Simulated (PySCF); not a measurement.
A structure optimised at B3LYP-D3(BJ)/def2-TZVP, used in a PySCF frequency run:

```xyz
5

In     0.3073     0.0028     0.0000
O     -0.7303     1.7426     0.0000
H     -1.6777     1.5492     0.0000
O     -0.8902    -1.6431     0.0000
H     -0.4172    -2.4835     0.0000
```
Charge 0, spin multiplicity 2.

Task: Write its SMILES, formula and point group.

Result: [OH][In][OH], H2InO2, Cs

Task: What are its rotational constants (standard atomic weights)?

Result: 14.573, 5.0314, 3.7401 GHz
